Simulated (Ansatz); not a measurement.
Sr2S3⁻. Total charge -1; doublet. Geometry B3LYP-D4/def2-SVP, that of the neutral singlet; atoms count from 1.

Cartesian coordinates in Å:
```
Sr -0.0474 0.8836 1.6088
Sr 0.4101 -1.3673 -1.1550
S 1.1391 -1.5218 1.4277
S 0.2085 1.4944 -1.1823
S -1.7103 0.5110 -0.6994
```

In the def2 sets Sr takes a core potential; there is no spin–orbit coupling. The highest occupied level of the charge -1 doublet lies above zero (up to 0.21 eV). By energy differences its removal costs 0.70 eV (vertical, to the charge 0 singlet, at PBE0-D4/def2-TZVPD); a positive level beside a positive removal energy at the same level points to self-interaction error. The structure comes from a short search, and lower isomers may exist.

(1) Estimate the Mulliken populations from the PBE0/def2-TZVPD orbitals of Ansatz.

(2) Where does the spin sit?

(3) And the Mayer bond orders between bonded heavy atoms (over 0.3)?

Answers

(1) 
| atom | charge (e) | spin (α − β) |
| --- | --- | --- |
| Sr1 | 0.98 | 0.49 |
| Sr2 | 0.98 | 0.49 |
| S3 | -1.37 | -0.02 |
| S4 | -0.79 | 0.02 |
| S5 | -0.79 | 0.02 |
Mulliken values and Mayer orders depend strongly on the basis. With diffuse functions, as here, like atoms can get unlike values, and bond orders can come out too low or too high.

(2) Summed by element: Sr 0.98, S 0.02, of 1 unpaired in all. Largest on single atoms: Sr2 0.49, Sr1 0.49, S4 0.02.

(3) Sr1–Sr2 0.53 (3.59 Å); Sr1–S3 0.53 (2.69 Å); Sr2–S3 0.53 (2.69 Å); S4–S5 0.79 (2.21 Å).
